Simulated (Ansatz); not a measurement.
Geometry optimisation, RKS PBE0/def2-SVP in Ansatz.

Input:

```yaml
crystal:
  periodic: [false, false, false]
  atoms:
    - { symbol: Li, position_ang: [-0.87177, -1.91008, -0.75396] }
    - { symbol: O, position_ang: [-0.18004, -0.40269, -1.4262] }
    - { symbol: Si, position_ang: [0.34965, 0.7929, -0.32938] }
    - { symbol: C, position_ang: [-0.07122, -0.17755, 1.24242] }
    - { symbol: H, position_ang: [-0.04744, -0.11888, -2.33484] }
    - { symbol: H, position_ang: [-0.49005, 1.96482, -0.56049] }
    - { symbol: H, position_ang: [1.7793, 0.96965, -0.56578] }
    - { symbol: H, position_ang: [0.5145, -1.0979, 1.30971] }
    - { symbol: H, position_ang: [-1.13687, -0.42094, 1.28709] }
    - { symbol: H, position_ang: [0.15395, 0.40068, 2.13143] }
total_charge: 1
basis:
  gaussian: { orbitals: def2-SVP }
hamiltonian:
  xc: pbe0
relax:
  f_tol: 0.015
  max_steps: 40
```

Launched with:

```bash
$ ansatz run input.yaml --threads 1 --pin off --max-ram 2048MiB --backend cpu --events-out ev --progress --plain --runs-dir out
```

Where does it end, and by what steps?

It converged. Limits of this set-up: the dipole of an ion depends on the origin. After 10 steps the energy has fallen by 0.110 eV; Li1 moved furthest, 0.45 Å.

```
step  energy less start (eV)  largest force component (eV/Å)  accepted
   0                  0.0000                           1.186       yes
   1                 -0.0832                           0.699       yes
   2                 -0.0984                           0.221       yes
   3                 -0.1024                           0.068       yes
   4                 -0.1042                           0.076       yes
   5                 -0.1070                           0.111       yes
   6                 -0.1083                           0.155       yes
   7                 -0.1092                           0.134       yes
   8                 -0.1099                           0.084       yes
   9                 -0.1103                           0.016       yes
  10                 -0.1103                           0.003       yes
```

```xyz
10
Properties=species:S:1:pos:R:3
Li -0.906 -2.067 -1.177
O -0.197 -0.445 -1.495
Si 0.315 0.720 -0.287
C -0.055 -0.129 1.324
H -0.060 -0.127 -2.399
H -0.493 1.944 -0.517
H 1.762 0.956 -0.520
H 0.525 -1.057 1.459
H -1.130 -0.332 1.461
H 0.239 0.538 2.151
```

Whether the end is a true minimum wasn't checked by a vibrational analysis.

Time of the run: 48 s on 1 thread of Intel(R) Xeon(R) Platinum 8259CL CPU @ 2.50GHz (Skylake/Cascade Lake) (shared host), peak memory 0.2 GiB.
